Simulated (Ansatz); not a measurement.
This geometry of CH₅GaSeSi (9 atoms, charge 0, multiplicity 1) is a first-order saddle point.

Level of theory: RKS B3LYP/def2-SVP (Ansatz 0.2.0).

```xyz
9
Properties=species:S:1:pos:R:3
Si -0.222 1.153 -0.753
C -0.410 -0.593 -0.058
Ga 0.222 -0.777 1.899
Se 0.947 -1.894 -0.395
H -0.270 1.122 -2.244
H -1.332 2.020 -0.252
H 1.083 1.730 -0.320
H -1.439 -0.983 -0.085
H 1.421 -1.777 2.209
```

Q: Which two structures does it join? (They come from a converged band through this point; their orientation in space is the band's.)

A: Bonds broken: Ga3–H9. Bonds formed: Se4–H9.

Initial state:

```xyz
9
Properties=species:S:1:pos:R:3
Si -0.247 1.168 -0.740
C -0.438 -0.549 -0.018
Ga 0.643 -1.250 1.452
Se 0.968 -1.949 -0.719
H -0.394 1.171 -2.227
H -1.288 2.074 -0.161
H 1.100 1.714 -0.397
H -1.449 -0.972 -0.103
H 1.107 -1.405 2.913
```

Final state:

```xyz
9
Properties=species:S:1:pos:R:3
Si -0.198 1.102 -0.704
C -0.422 -0.517 0.220
Ga -0.060 -0.526 2.286
Se 0.978 -1.854 -0.202
H -0.036 0.942 -2.181
H -1.396 1.968 -0.462
H 1.009 1.819 -0.190
H -1.405 -0.980 0.034
H 1.531 -1.954 1.200
```

Q: How far does it lie above each of them?

A: 67.0 kJ/mol above the first and 65.3 kJ/mol above the second. This is the barrier of this one path; another mechanism may lie lower. The orbitals stay closed-shell, which can raise the energy where a bond breaks towards radicals; this wasn't checked here.

Run time: 6.6 min on 2 threads of Intel(R) Xeon(R) Platinum 8375C CPU @ 2.90GHz (Ice Lake), with other jobs on the host, peak memory 0.36 GiB.
